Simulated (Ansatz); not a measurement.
Cost and result for the atomization energy of `[CH3][Al]([CH3])[S]B(O)O` (15 atoms, 14 bonds).

Cartesian coordinates in Å:
```
C -0.225 -1.229 1.355
Al 0.203 -0.679 -0.477
C 0.765 -1.945 -1.841
S 0.085 1.417 -1.102
B -0.416 2.423 0.371
O -0.729 1.936 1.597
O -0.484 3.772 0.226
H 0.420 -0.765 2.110
H -1.265 -1.029 1.637
H -0.084 -2.310 1.446
H 0.828 -1.490 -2.832
H 1.751 -2.356 -1.601
H 0.078 -2.795 -1.899
H -0.677 0.981 1.665
H -0.250 4.068 -0.655
```

Charge 0, multiplicity 1. Geometry: relaxed with PBE0-D4/def2-TZVP. It is one conformer, not always the lowest. Program: Ansatz. All runs use 2 threads of an AMD EPYC 7R13 on a shared host and a share of an NVIDIA H100 80 GB. Times are those of one run each, without the atoms' runs, and a repeat can differ threefold. Electronic energies, without spin–orbit coupling; frozen cores. CCSD(T)/CBS adds CCSD(T) − MP2 in def2-TZVPP to the MP2 limit, and its time is that of the two runs behind it. T1 = 0.012. B3LYP takes the VWN-RPA correlation (the form of Gaussian; ORCA's B3LYP/G).

CCSD(T)/CBS is a level of theory with its own doubt, some kJ/mol a heavy atom from the limit and from the frozen cores, so smaller differences don't rank the functionals.

```json
{"level": "PBE-D4/def2-TZVPP (with forces)", "functions": "351", "wall time": "2.8 s", "atomization (kcal/mol)": "1432.2", "difference from CCSD(T)/CBS": "24.1", "per bond": "1.7"}
{"level": "B3LYP-D4/def2-TZVPP (with forces)", "functions": "351", "wall time": "2.8 s", "atomization (kcal/mol)": "1403.5", "difference from CCSD(T)/CBS": "-4.6", "per bond": "-0.3"}
{"level": "r2SCAN-D4/def2-TZVPP (with forces)", "functions": "351", "wall time": "3.1 s", "atomization (kcal/mol)": "1417.9", "difference from CCSD(T)/CBS": "9.8", "per bond": "0.7"}
{"level": "PBE0-D4/def2-TZVPP", "functions": "351", "wall time": "3.1 s", "atomization (kcal/mol)": "1409.1", "difference from CCSD(T)/CBS": "1.0", "per bond": "0.1"}
{"level": "ωB97X-V/def2-TZVPP", "functions": "351", "wall time": "3.5 s", "atomization (kcal/mol)": "1409.3", "difference from CCSD(T)/CBS": "1.2", "per bond": "0.1"}
{"level": "B2PLYP/def2-TZVPP", "functions": "351", "wall time": "4 s", "atomization (kcal/mol)": "1391.5", "difference from CCSD(T)/CBS": "-16.6", "per bond": "-1.2"}
{"level": "ωB97M-V/def2-TZVPP (with forces)", "functions": "351", "wall time": "4.7 s", "atomization (kcal/mol)": "1414.3", "difference from CCSD(T)/CBS": "6.2", "per bond": "0.4"}
{"level": "MP2/def2-QZVPP", "functions": "665", "wall time": "6.5 s", "atomization (kcal/mol)": "1423.3", "difference from CCSD(T)/CBS": "15.2", "per bond": "1.1"}
{"level": "CCSD(T)/def2-TZVPP", "functions": "351", "wall time": "14 s", "atomization (kcal/mol)": "1372.2", "difference from CCSD(T)/CBS": "-35.9", "per bond": "-2.6"}
{"level": "CCSD(T)/CBS(def2)", "functions": "–", "wall time": "20 s", "atomization (kcal/mol)": "1408.1", "difference from CCSD(T)/CBS": "0.0", "per bond": "0.0"}
```

From PBE to PBE0 (25 % exact exchange), in def2-TZVPP and without D4, the atomization energy moves by −22.0 kcal/mol: exact exchange takes away binding that semilocal exchange gives to molecules. The D4 term adds +13.1 kcal/mol with B3LYP and +7.0 kcal/mol with PBE0; it sums over pairs of atoms, weighted by their polarisabilities, and B3LYP, whose exchange is more repulsive, gets the larger term. In def2-TZVPP, CCSD(T) changes the Hartree–Fock value by +328.9 kcal/mol (the triples alone add +21.0 kcal/mol) and MP2 by +358.8 kcal/mol; breaking electron pairs costs correlation energy, which Hartree–Fock lacks.
